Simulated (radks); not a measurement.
Numerical settings for the germanium ion Ge+, [Ar] 3d10 4s2 4p1. Method: scalar-relativistic Kohn-Sham, PBE, spin-polarised, spherical densities, finite nucleus; open shells are filled with parallel spins first; Fermi nuclear charge, rms radius 4.0742 fm; computed with a radial shooting solver on a logarithmic mesh with Libxc functionals. The defaults (mesh step 0.008 in ln r, mesh end at 40 bohr or more with all orbitals vanishing there, Anderson mixing 0.5 over 9 steps, residual threshold near 1e-9 with the energy settled to 1e-9 hartree or 1e-11 of itself, here a cap of 52 iterations) give E = -2098.5559 hartree and 4p at -11.671 eV in 16 iterations. Run on one thread of a shared host, so times are rough (Arm Neoverse N1): 0.23 s of CPU time, 0.24 s wall, 16 iterations on 2259 mesh points. Changes against that run (0 stands for a change within the tolerance of the run):

setting                     iterations         converged  E (mhartree)  e(4p) (meV)  CPU (s)
mesh step in ln r 0.003             26               yes             0            0     0.82
mesh step in ln r 0.005             20               yes             0            0     0.42
mesh step in ln r 0.12               2                no      diverged            -     0.01
mesh end (bohr) 8                   16               yes        +0.304        +21.6     0.22
mesh end (bohr) 2                   15  level above zero     +5.92e+03    +6.87e+04     0.17
residual threshold 0.01             10               yes             0      -0.0432     0.17
residual threshold 0.1              10               yes             0      -0.0432     0.17
mixing 2.5                          31               yes             0            0     0.38
linear mixing, mixing 0.05          52                no         +2.72         -413     0.67
linear mixing, mixing 0.5           30               yes             0            0     0.35
mixing history 2                    28               yes             0            0     0.33
iteration cap 2                      2                no          +834    -1.05e+04     0.04

Settled on a wrong energy, with an occupied level pushed above zero by the early mesh end: mesh end (bohr) 2 (+5.92 hartree). Apart from these: no run marked as converged misses the energy by more than 1 mhartree. A mesh that ends early acts as a hard wall.
